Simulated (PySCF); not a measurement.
C3H8N2Si.
SMILES with atom numbers: `[CH2:1]=[C:2]1[CH2:3][NH:4][Si@H:5]1[NH2:6]`

NICS = −σ at a ghost point: NICS(0) at the centroid of the ring atoms, NICS(1) 1 Å to either side along the normal of their mean plane, zz for the tensor component along that normal. Level: GIAO PBE0/pcSseg-1 (PySCF, non-relativistic, gas phase) on the GFN2-xTB geometry, one conformer.

Ring bond lengths (Å), with Mayer bond orders in brackets: C2–C3 1.507 (1.00), C3–N4 1.457 (0.99), N4–Si5 1.730 (1.02), Si5–C2 1.892 (0.82).

Problem. Give the NICS values of each ring in ppm.

Solution. 
| ring | type | NICS(0) | NICS(1), two faces | NICS(1)zz, two faces | rms pucker (Å) | centre to ring atoms, mean (Å) |
| --- | --- | --- | --- | --- | --- | --- |
| C2–C3–N4–Si5 | 4-membered ring with N and Si; formal bonds all single | -2.4 | -1.4 / -1.8 | -1.1 / 0.0 | 0.05 | 1.16 |

Problem. What can be read from them?

Solution. 
- C2–C3–N4–Si5: mean NICS(1)zz -0.6 ppm, near zero. C3, Si5 have four or more neighbours, so the value isn't read as a sign of a π ring current.

Problem. What field does 11.7 T along the ring normal induce along that normal at the first NICS(1) probe listed for ring C2–C3–N4–Si5, 1 Å off the ring?

Solution. NICSzz × B0 = -1.1 ppm × 11.7 T = -13 μT, against the applied field.

Problem. Give the inner angles of the rings and the Hirshfeld charges of the ring atoms.

Solution. 
- C2–C3–N4–Si5: C2 90.5° (-0.094 e), C3 95.5° (-0.036 e), N4 98.9° (-0.261 e), Si5 74.4° (+0.403 e); sum 359.2° against 360° for a flat convex ring.

Problem. What are the shieldings of the ring atoms and their hydrogens in the same run (means over atoms taken as equivalent)?

Solution. 
```
   atoms                      environment  σ isotropic (ppm)  principal values of the symmetric part, first atom (ppm)
      C2  fully substituted alkene carbon               20.4                                        -75.7, 12.5, 124.5
      C3     sp3 carbon bound to nitrogen              133.6                                       118.0, 129.9, 152.9
      N4           silicon-bound nitrogen              210.0                                       165.9, 199.9, 264.2
     Si5                      SiH silicon              379.1                                       331.5, 389.1, 416.6
 H on C3               methylene hydrogen              27.71                                          23.5, 26.4, 33.3
 H on C3               methylene hydrogen              27.59                                          23.9, 26.4, 32.5
 H on N4                     N–H hydrogen              30.51                                          22.8, 27.7, 41.1
H on Si5                    Si–H hydrogen              26.40                                          22.6, 24.9, 31.6
```

The values belong to the conformer `[CH2:1]=[C:2]1[CH2:3][NH:4][Si@H:5]1[NH2:6]`: H–N6–Si5–N4 43°, H–N6–Si5–N4 -101°.
